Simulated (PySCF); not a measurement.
TMS-CHClF, C4H10ClFSi.
InChI=1S/C4H10ClFSi/c1-7(2,3)4(5)6/h4H,1-3H3/t4-/m0/s1

Torsions of this conformer, `[CH3:1][Si:2]([CH3:3])([CH3:4])[C@H:5]([F:6])[Cl:7]`: C1–Si2–C5–F6 62°.

The closed-shell ground state was solved at several levels (PySCF, density fitting, gas phase, non-relativistic). Geometry: PBE0-D3(BJ)/def2-TZVP; no solvent, vibrations or thermal averaging.

```
         level  basis functions  HOMO (eV)  LUMO (eV)  gap (eV)  dipole (D)
  KT3/pcSseg-2              406      -6.67      -0.71      5.96        2.46
 PBE0/pcSseg-2              406      -7.91       0.23      8.14        2.57
B97-2/pcSseg-2              406      -7.66       0.25      7.91        2.56
```

Q: What might wB97X-D/pcSseg-2 (406 basis functions) give for the same quantities?

A: HOMO -9.80 eV, LUMO 1.91 eV, gap 11.71 eV, dipole 2.61 D.

Q: Over all these levels, which gives the widest orbital gap and which the narrowest?

A: wB97X-D/pcSseg-2 (range-separated hybrid) has the widest, 11.71 eV, and KT3/pcSseg-2 (GGA) the narrowest, 5.96 eV. From the narrowest to the widest the HOMO moves by -3.13 eV and the LUMO by +2.62 eV.

Q: In the pcSseg-2 basis, how does the gap go with the fixed share of exact exchange?

A: KT3 (0 %) 5.96 eV; B97-2 (21 %) 7.91 eV; PBE0 (25 %) 8.14 eV. Each rise in the share widens the gap here.

Q: How far do the dipole and the HOMO energy spread over the levels?

A: The dipole runs from 2.46 to 2.61 D (mean 2.55 D) and the HOMO from -9.80 to -6.67 eV.
